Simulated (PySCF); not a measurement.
Species: C₆H₉NOSi.
InChI=1S/C6H9NOSi/c7-9-8-6-4-2-1-3-5-6/h1-5H,7,9H2

Method: TDDFT CAM-B3LYP/def2-SVPD, vertical, gas phase, core orbitals frozen in the response in PySCF. Geometry: PBE0-D3(BJ)/def2-SVP, one conformer, isolated molecule.

Task: What does the calculation give for the low-lying excited states?

Result: 

| state | λ (nm) | E (eV) | f | main configurations (H = HOMO, L = LUMO) |
| --- | --- | --- | --- | --- |
| S1 | 237.8 | 5.21 | 0.023 | H→L (72%), H-1→L+2 (13%), H-1→L+1 (9%) |
| S2 | 209.3 | 5.92 | 0.078 | H→L+1 (42%), H→L+2 (30%), H-1→L (23%) |
| S3 | 190.9 | 6.50 | 0.053 | H→L+1 (38%), H→L+2 (32%), H→L+3 (9%) |
| S4 | 182.4 | 6.80 | 0.318 | H-2→L+1 (40%), H-2→L+2 (12%), H→L+3 (10%) |
| S5 | 180.4 | 6.87 | 0.330 | H-1→L (41%), H→L+3 (16%), H→L+1 (8%) |
| S6 | 179.4 | 6.91 | 0.243 | H-1→L+1 (26%), H-1→L+2 (23%), H→L (17%) |
| S7 | 177.5 | 6.98 | 0.109 | H→L+4 (32%), H→L+3 (27%), H→L+2 (15%) |
| S8 | 176.0 | 7.05 | 0.123 | H→L+4 (54%), H→L+3 (16%), H-1→L+1 (8%) |
| S9 | 172.0 | 7.21 | 0.012 | H-1→L+2 (37%), H-1→L+3 (22%), H-1→L+1 (19%) |
| S10 | 168.5 | 7.36 | 0.0083 | H-2→L (52%), H-3→L (21%), H-2→L+1 (9%) |

Triplets (Tamm–Dancoff): T1 4.02 eV, H→L+2 (35%), H-1→L (31%), H→L+1 (23%); T2 4.39 eV, H→L (87%); T3 4.72 eV, H-1→L (58%), H→L+2 (20%), H→L+1 (14%); T4 5.40 eV, H-1→L+2 (55%), H-1→L+1 (39%).

The lowest singlet lies at 5.21 eV (238 nm, ultraviolet) and is weak; its leading configuration is HOMO→LUMO (72%). The most intense listed level is S5 at 6.87 eV (180 nm, f = 0.330), 1.66 eV above S1. Löwdin shares by element: HOMO carbon 50% or more, oxygen 17% (atoms not listed hold the other 33%); LUMO carbon 65% or more (atoms not listed hold the other 35%). The listed states span 2.14 eV, and the widest gap between neighbours is 0.71 eV (S1 to S2). Of the 10 states listed, 9 reach f = 0.01 and none stays under 0.0005. Orbital energies (eV): HOMO-3 -10.56, HOMO-2 -9.31, HOMO-1 -8.54, HOMO -7.81, LUMO 0.75, LUMO+1 0.93, LUMO+2 1.21. The vertical ionisation energy (ΔSCF) is 8.44 eV, 1.08 eV above S10. Only the lowest 10 singlets were computed, as vertical energies without vibronic structure.
